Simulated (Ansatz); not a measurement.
SnF3Br, SMILES [F][Sn]([F])([F])[Br].

Coordinates come from a B3LYP-D3(BJ)/def2-SVP optimisation. The structure was generated by enumeration; whether it is a known compound was not checked. The def2 effective core potentials stand for the cores of Sn; spin–orbit coupling is left out.

Two levels are set side by side: PBE/def2-SVPD (Ansatz, a program for electronic structure) and PBE0/def2-SVPD (Ansatz). Energy differences of separate SCF runs at the same geometry; the states with an electron removed or added have multiplicity 2 and 2. Differences are taken from unrounded values.

```
quantity                            PBE0
---------------------------------  -----
vertical ionisation energy (eV)    12.47
vertical electron affinity (eV)     2.07
vertical singlet–triplet gap (eV)   4.50
```

Task: What does PBE give, and how far is it from PBE0? (An estimate is asked for; the answer gives what the named calculation found.)

Result: 
| quantity | PBE | PBE minus PBE0 |
|---|---|---|
| vertical ionisation energy (eV) | 12.07 | -0.40 |
| vertical electron affinity (eV) | 2.10 | 0.03 |
| vertical singlet–triplet gap (eV) | 4.18 | -0.32 |
